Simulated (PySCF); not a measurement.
H3O, SMILES [OH3+], charge +1.

Geometry: B3LYP-D3(BJ)/def2-TZVPD.

Method: TDA-CAM-B3LYP/def2-TZVPD (PySCF).

Vertical excitations; the highest root listed may be one member of a degenerate set. Isolated molecule, no solvent. State labels are in the subgroup Cs.

| state | symmetry | energy (eV) | λ (nm) | f | main pairs |
|---|---|---|---|---|---|
| S1 | A' | 11.33 | 109 | 0.041 | HOMO→LUMO 99 % |
| S2 | A" | 13.65 | 91 | 0.014 | HOMO→LUMO+1 (degenerate set) |
| S3 | A' | 13.65 | 91 | 0.014 | HOMO→LUMO+2 (degenerate set) |
| S4 | A' | 16.09 | 77 | 0.000 | HOMO→LUMO+3 93 % |
| S5 | A" | 16.15 | 77 | 0.000 | HOMO→LUMO+4 (degenerate set) |
| S6 | A' | 16.15 | 77 | 0.000 | HOMO→LUMO+5 (degenerate set) |
| S7 | A" | 16.68 | 74 | 0.174 | HOMO−2→LUMO (degenerate set) |
| S8 | A' | 16.68 | 74 | 0.174 | HOMO−1→LUMO (degenerate set) |
| S9 | A' | 17.78 | 70 | 0.144 | HOMO→LUMO+6 98 % |
| S10 | A" | 18.11 | 68 | 0.054 | HOMO→LUMO+7 93 % |
| T1 | A' | 10.49 | 118 | 0 | HOMO→LUMO 97 % |
| T2 | A" | 13.01 | 95 | 0 | HOMO→LUMO+1 (degenerate set) |
| T3 | A' | 13.01 | 95 | 0 | HOMO→LUMO+2 (degenerate set) |
| T4 | A' | 15.37 | 81 | 0 | HOMO→LUMO+3 93 % |
Triplets are in the Tamm–Dancoff approximation.
